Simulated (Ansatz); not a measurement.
The first iterations of a band of F$_{2}$GeH$_{2}$ (5 atoms, charge 0, multiplicity 1).

All numbers below come from Ansatz, RKS r2SCAN-D4/def2-SVP.

```yaml
movable_images: 7
climbing_image: yes
spring: 5.0 eV/Å²
optimiser: quadratic models (default)
start_path: through a guess of the saddle point
force_threshold: 0.5 eV/Å
iteration_limit: 60
end_points: relaxed
```

Image 0:

```xyz
5
Properties=species:S:1:pos:R:3
Ge 0.202 0.058 0.241
H 0.211 -0.064 1.763
F 1.844 0.011 -0.305
H -0.475 1.262 -0.409
F -0.529 -1.373 -0.402
```

Image 8:

```xyz
5
Properties=species:S:1:pos:R:3
Ge -0.594 0.641 0.643
H 1.100 -0.793 0.336
F 1.570 0.009 0.610
H -0.387 1.170 -0.856
F -0.435 -1.132 0.154
```

| iteration | highest image above the first end (eV) | largest band force component (eV/Å) |
| --- | --- | --- |
| 1 | 4.366 | 9.021 |
| 2 | 2.744 | 2.121 |
| 3 | 2.487 | 1.463 |

Question: Does the band converge within its limit, and where does its top end?

Answer: The forces met the threshold. It ended after 10 iterations with the highest image 2.542 eV above the first end. The threshold of 0.5 eV/Å is loose, so the images may lie well off the minimum-energy path. Neighbouring images differ by up to 1.2 eV, so the band resolves the path poorly. Another band between the same ends (7 images) ends at a top of the same energy, where a vibrational analysis finds 1 clearly imaginary mode. The orbitals stay closed-shell, which can raise the energy where a bond breaks towards radicals; this wasn't checked here.

Time of the run: 3.4 min on 1 thread of Intel(R) Xeon(R) Platinum 8488C (Sapphire Rapids) (shared host), peak memory 0.14 GiB.
